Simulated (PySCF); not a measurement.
# Electron correlation in Mo (molybdenum, neutral)

Starting occupation: [Kr] 4d5 5s1, 4d3/2 with m_j = -3/2, -1/2, +1/2, +3/2, 4d5/2 with m_j = +5/2, 5s1/2 with m_j = +1/2. Computed with PySCF 2.14 in x2c-SVPall-2c with one added diffuse shell each of s, p, d type (7s9p7d1f, 76 functions), with X2C-1e with screened-nucleus spin-orbit coupling, Gaussian nucleus. Frozen: [Ar] 3d10; 14 electrons correlated; the 6 highest virtual spinors left out.

MP2 pair energies summed by pair of shells (mhartree):

```json
{"pair": "4d-4p", "energy": "-104.94", "share (%)": "39.3"}
{"pair": "4p-4p", "energy": "-65.87", "share (%)": "24.7"}
{"pair": "4d-4d", "energy": "-47.87", "share (%)": "17.9"}
{"pair": "4p-4s", "energy": "-15.85", "share (%)": "5.9"}
{"pair": "4d-5s", "energy": "-12.61", "share (%)": "4.7"}
{"pair": "4p-5s", "energy": "-9.78", "share (%)": "3.7"}
{"pair": "4d-4s", "energy": "-6.21", "share (%)": "2.3"}
{"pair": "4s-4s", "energy": "-3.27", "share (%)": "1.2"}
{"pair": "4s-5s", "energy": "-0.53", "share (%)": "0.2"}
```

Total MP2 correlation energy: -266.93 mhartree.

The GHF reference relaxed away from the jj start to a determinant that is no pure jj level (⟨S²⟩ = 12.00, ⟨J²⟩ = 12.00); the energies belong to that determinant.

This basis was not built for core-valence correlation, so the inner-shell part is incomplete.
